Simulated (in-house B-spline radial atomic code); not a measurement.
**Ionising Ag XI (Ag10+) with different functionals**

Computed with an all-electron radial atomic-structure program (B-spline basis): four-component Dirac-Coulomb Hamiltonian, Fermi nucleus of rms radius 4.5454 fm, spin-restricted, spherical fractional occupations for the functionals. The ionisation energy is the difference of two self-consistent energies, [Kr] 4d1 → [Ar] 3d10 4s2 4p6, without Breit or QED terms; ε is the level of the shell that loses the electron (mean over j). The electron is taken from both j subshells in proportion to 2j + 1, so the result is a j average, not the step between ground levels.

Hybrids are left out here: with spherical fractional occupations of an open shell their exact exchange keeps a self-interaction that integer-occupation calculations don't have.

```csv
method,rung,ΔSCF (eV),-ε(4d) (eV)
LDA VWN5,LDA,188.78,177.63
relativistic LDA,LDA,?,?
LDA PW92,LDA,188.77,177.62
LDA exchange-only,LDA,186.78,175.63
PBE,GGA,188.55,177.41
PBEsol,GGA,188.53,177.39
BLYP,GGA,188.38,177.23
RPBE,GGA,188.52,177.39
PW91,GGA,188.68,177.53
BP86,GGA,188.61,177.47
AM05,GGA,188.58,177.43
OLYP,GGA,?,?
```

Task: What does relativistic LDA give?

Result: ΔSCF 188.79 eV, and -ε(4d) = 177.64 eV.

Task: What does OLYP give?

Result: ΔSCF 189.18 eV, and -ε(4d) = 178.02 eV.

Task: How do they compare with the NIST value?

Result: NIST lists 188 eV ± 2.4 (tabulated theory, ground level to ground level). Errors run from -1.22 to +1.18 eV; all lie within about twice that uncertainty, so the table can't rank the methods.
